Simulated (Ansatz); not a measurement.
Species: SiHCl, net charge 1, doublet state. SMILES of the parent species: Cl[SiH]

Atoms: Si1, H2, Cl3. Bonds: Si1-H2, Si1-Cl3.

Bond lengths (Å) and angles (degrees) optimised at HF/STO-3G with Ansatz (a program for electronic structure); HF/3-21G with Ansatz; PBE/6-31G* with Ansatz; B3LYP/LANL2DZ with Ansatz; B3LYP/6-31G* with Ansatz; MP2/6-31G* with Ansatz, each started from the B3LYP-D3(BJ)/def2-TZVP structure (Ansatz) of the last column. A row stands for all coordinates that are equal there. 6-31G* holds six Cartesian d functions. No wavenumbers were computed at HF/STO-3G, PBE/6-31G*, B3LYP/LANL2DZ, MP2/6-31G*, so these may be saddle points.

| coordinate | HF/STO-3G | HF/3-21G | PBE/6-31G* | B3LYP/LANL2DZ | B3LYP/6-31G* | MP2/6-31G* | B3LYP-D3(BJ)/def2-TZVP |
|---|---|---|---|---|---|---|---|
| Si1-H2 | 1.463 | 1.488 | 1.525 | 1.511 | 1.510 | 1.493 | 1.507 |
| Si1-Cl3 | 2.024 | 2.084 | 1.986 | 2.090 | 1.980 | 1.955 | 1.965 |
| H2-Si1-Cl3 | 114.5 | 117.6 | 114.6 | 115.1 | 115.3 | 117.4 | 115.7 |

Mean signed difference of all 2 bond lengths from B3LYP-D3(BJ)/def2-TZVP: HF/STO-3G 0.008 Å, HF/3-21G 0.050 Å, PBE/6-31G* 0.020 Å, B3LYP/LANL2DZ 0.065 Å, B3LYP/6-31G* 0.009 Å, MP2/6-31G* -0.012 Å.
